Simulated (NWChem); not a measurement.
Species: methylammonium (CH6N cation); SMILES C[NH3+]

```xyz
8

C      0.0000     0.0000     0.8044
N      0.0000     0.0000    -0.7127
H      0.7322     0.7322     1.1446
H      0.2680    -1.0002     1.1446
H     -1.0002     0.2680     1.1446
H     -0.2475     0.9238    -1.0905
H     -0.6763    -0.6763    -1.0905
H      0.9238    -0.2475    -1.0905
```
Atoms are numbered in this order, from 1.

Program: NWChem. The geometry was optimised at B3LYP/6-31G* (spherical d).

What does the run give for PBE/STO-3G? Quantities: highest occupied level (eV); orbital gap (eV).


* **highest occupied level (eV)**: -15.56
* **orbital gap (eV)**: 13.93
